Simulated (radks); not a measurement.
Species: Eu IV. Configuration: [Xe] 4f6. Method: Dirac Kohn-Sham, PBE, spin-unpolarised, spherical densities, finite nucleus; open shells fill j = l - 1/2 first; Fermi nuclear charge, rms radius 5.1115 fm; computed with a radial shooting solver on a logarithmic mesh with Libxc functionals.

Unscreened Slater integrals over Kohn-Sham orbitals (cm^-1). Large and small components are both included. Empty in this configuration: 4f7/2.

| integral | value |
|---|---|
| F0(4f5/2,4f5/2) | 233660 |
| F2(4f5/2,4f5/2) | 109650 |
| F4(4f5/2,4f5/2) | 68506 |
| F0(4f5/2,5p3/2) | 149220 |
| F2(4f5/2,5p3/2) | 52007 |
| G2(4f5/2,5p3/2) | 27373 |
| G4(4f5/2,5p3/2) | 21130 |
| F0(4f5/2,5p1/2) | 155820 |
| G2(4f5/2,5p1/2) | 31349 |
| F0(4f5/2,5s1/2) | 168590 |
| G3(4f5/2,5s1/2) | 32816 |
| F0(4f5/2,4f7/2) | 232290 |
| F2(4f5/2,4f7/2) | 108950 |
| F4(4f5/2,4f7/2) | 68057 |
| G2(4f5/2,4f7/2) | 108730 |
| G4(4f5/2,4f7/2) | 67925 |
| G6(4f5/2,4f7/2) | 48783 |
| F0(5p3/2,5p3/2) | 124860 |
| F2(5p3/2,5p3/2) | 67572 |
| F0(5p3/2,5p1/2) | 128100 |
| G2(5p3/2,5p1/2) | 68671 |
| F0(5p3/2,5s1/2) | 133930 |
| G1(5p3/2,5s1/2) | 88727 |
| F0(5p3/2,4f7/2) | 148870 |
| F2(5p3/2,4f7/2) | 52335 |
| G2(5p3/2,4f7/2) | 27913 |
| G4(5p3/2,4f7/2) | 21482 |
| F0(5p1/2,5p1/2) | 131710 |
| F0(5p1/2,5s1/2) | 138230 |
| G1(5p1/2,5s1/2) | 94945 |
| F0(5p1/2,4f7/2) | 155420 |
| G4(5p1/2,4f7/2) | 24276 |
| F0(5s1/2,5s1/2) | 146070 |
| F0(5s1/2,4f7/2) | 168100 |
| G3(5s1/2,4f7/2) | 33262 |
| F0(4f7/2,4f7/2) | 230950 |
| F2(4f7/2,4f7/2) | 108270 |
| F4(4f7/2,4f7/2) | 67622 |
| F6(4f7/2,4f7/2) | 48560 |
